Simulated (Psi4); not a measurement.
potassium atom (K), doublet; HF/def2-SVP run with Psi4 1.11.

Here is a job for Psi4.
```
memory 2 GB

molecule {
0 2
  K     0.00000000    0.00000000    0.00000000
}

set basis def2-svp
set reference uhf

energy('scf')
print_variables()
```

Problem. Predict the main parts of the log of this Psi4 run.

Solution. 
```
   => Loading Basis Set <=

    Name: DEF2-SVP
    Role: ORBITAL
    Keyword: BASIS

         ---------------------------------------------------------
                                   SCF
               by Justin Turney, Rob Parrish, Andy Simmonett
                          and Daniel G. A. Smith
                              UHF Reference
         ---------------------------------------------------------

  ==> Geometry <==

    Molecular point group: d2h
    Geometry (in Angstrom), charge = 0, multiplicity = 2:

       Center              X                  Y                   Z               Mass
    ------------   -----------------  -----------------  -----------------  -----------------
         K            0.000000000000     0.000000000000     0.000000000000    38.963706486400

  Running in d2h symmetry.

  Rotational constants: A = ************  B = ************  C = ************ [cm^-1]
  Rotational constants: A = ************  B = ************  C = ************ [MHz]
  Nuclear repulsion =    0.000000000000000

  Charge       = 0
  Multiplicity = 2
  Electrons    = 19
  Nalpha       = 10
  Nbeta        = 9

  ==> Algorithm <==

  SCF Algorithm Type is DF.
  DIIS enabled.
  MOM disabled.
  Fractional occupation disabled.
  Guess Type is CORE.
  Energy threshold   = 1.00e-06
  Density threshold  = 1.00e-06
  Integral threshold = 1.00e-12

  ==> Primary Basis <==

  Basis Set: DEF2-SVP
    Blend: DEF2-SVP
    Number of shells: 10
    Number of basis functions: 24
    Number of Cartesian functions: 26
    Spherical Harmonics?: true
    Max angular momentum: 2

   => Loading Basis Set <=

    Name: (DEF2-SVP AUX)
    Role: JKFIT
    Keyword: DF_BASIS_SCF

  ==> Integral Setup <==

  SCF_SUBTYPE=INCORE selected. In-core MEM_DF algorithm will be used.
  Using in-core AOs.

  ==> MemDFJK: Density-Fitted J/K Matrices <==

    J tasked:                   Yes
    K tasked:                   Yes
    wK tasked:                   No
    Algorithm:                 Core
    Schwarz Cutoff:           1E-12
    Mask sparsity (%):       0.0000
    Fitting Condition:        1E-10

   => Auxiliary Basis Set <=

  Basis Set: (DEF2-SVP AUX)
    Blend: DEF2-UNIVERSAL-JKFIT
    Number of shells: 44
    Number of basis functions: 160
    Number of Cartesian functions: 203
    Spherical Harmonics?: true
    Max angular momentum: 4

  Minimum eigenvalue in the overlap matrix is 1.1413555355E-01.
  Reciprocal condition number of the overlap matrix is 5.5500080452E-02.
[...]
  Energy and wave function converged.

  ==> Post-Iterations <==

   @Spin Contamination Metric:   1.584202330E-04
   @S^2 Expected:                7.500000000E-01
   @S^2 Observed:                7.501584202E-01
   @S   Expected:                5.000000000E-01
   @S   Observed:                5.000000000E-01

    Orbital Energies [Eh]
    ---------------------

    Alpha Occupied:

[...]
       4Ag    -0.146561

    Alpha Virtual:

[...]
    Beta Occupied:

[...]
    Beta Virtual:

[...]
    Final Occupation by Irrep:
             Ag   B1g   B2g   B3g    Au   B1u   B2u   B3u
    DOCC [     3,    0,    0,    0,    0,    2,    2,    2 ]
    SOCC [     1,    0,    0,    0,    0,    0,    0,    0 ]
    NA   [     4,    0,    0,    0,    0,    2,    2,    2 ]
    NB   [     3,    0,    0,    0,    0,    2,    2,    2 ]

  @DF-UHF Final Energy:  -599.07742648401415

   => Energetics <=

    Nuclear Repulsion Energy =              0.0000000000000000
    One-Electron Energy =                -823.6138054422636969
    Two-Electron Energy =                 224.5363789582495428
    Total Energy =                       -599.0774264840141541

  UHF NO Occupations:
  HONO-2 :    2B2u 1.9999737
  HONO-1 :    2B1u 1.9999737
  HONO-0 :    4 Ag 1.0000000
  LUNO+0 :    3B1u 0.0000263
  LUNO+1 :    3B3u 0.0000263
  LUNO+2 :    3B2u 0.0000263
  LUNO+3 :    5 Ag 0.0000003

Computation Completed

Properties will be evaluated at   0.000000,   0.000000,   0.000000 [a0]

Properties computed using the SCF density matrix

 Multipole Moments:

 ------------------------------------------------------------------------------------
     Multipole            Electronic (a.u.)      Nuclear  (a.u.)        Total (a.u.)
 ------------------------------------------------------------------------------------

 L = 1.  Multiply by 2.5417464519 to convert [e a0] to [Debye]
 Dipole X            :          0.0000000            0.0000000            0.0000000
 Dipole Y            :          0.0000000            0.0000000            0.0000000
 Dipole Z            :          0.0000000            0.0000000            0.0000000
 Magnitude           :                                                    0.0000000

 ------------------------------------------------------------------------------------

  Variable Map:
  ----------------------------------------------------------------------------
[...]
  Array Variable Map:
  ----------------------------------------------------------------------------
[...]
[...]
```
